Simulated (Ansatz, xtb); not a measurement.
**H8O2Si2Sn: which of two isomers lies lower**

Structure X: `O[SiH2]O[SiH2][SnH3]`, a singlet. Structure Y: `[SiH3]O[SiH2][O][SnH3]`, a singlet. Both are isolated molecules in the gas phase, relaxed with PBE0-D4/def2-SVP; each stands in its lowest conformer found.

Problem. Which of the two would you expect CCSD(T)/def2-SVP + ΔMP2/def2-TZVPP electronic energies to favour?

Solution. Structure Y; the calculation gives E(Y) − E(X) = −3.4 kcal/mol.

How the difference moves with the method:

```tsv
level	geometry	E(Y) − E(X) (kcal/mol)	departure from the last row (kcal/mol)	job, with rough time for the two
PBE0-D4/def2-SVP	PBE0-D4/def2-SVP	+0.1	+3.4	optimisation, 4.9 min
HF/def2-SVP	PBE0-D4/def2-SVP	−8.1	−4.7	part of the CCSD(T) run
MP2/def2-SVP	PBE0-D4/def2-SVP	−8.0	−4.6	part of the CCSD(T) run
CCSD(T)/def2-SVP	PBE0-D4/def2-SVP	−6.7	−3.3	single point
CCSD(T)/def2-SVP + ΔMP2/def2-TZVPP	PBE0-D4/def2-SVP	−3.4		single point, 92 s
```

As drawn, Y has 1 O–Sn, 1 Si–H in place of 1 Si–Sn, 1 O–H.

PBE0-D4/def2-SVP finds them nearly level. The largest departure from CCSD(T)/def2-SVP + ΔMP2/def2-TZVPP is that of HF/def2-SVP, 4.7 kcal/mol. A small imaginary or near-zero mode remains, so no thermal terms are given. Levels run at GFN2-xTB geometries aren't shown. The last row adds to CCSD(T) the change of the MP2 difference between the two basis sets, here +3.3 kcal/mol, a large step that makes the value less sure.

The correlated steps freeze 16 core orbitals; the filled d shell of Sn is correlated, in a basis made for valence electrons. Atoms past krypton carry core potentials in the def2 sets and no spin–orbit term is included. Run with Ansatz 0.2.0, xtb 6.7.1; the last row on 2 threads of Arm Neoverse V2 on a shared host.
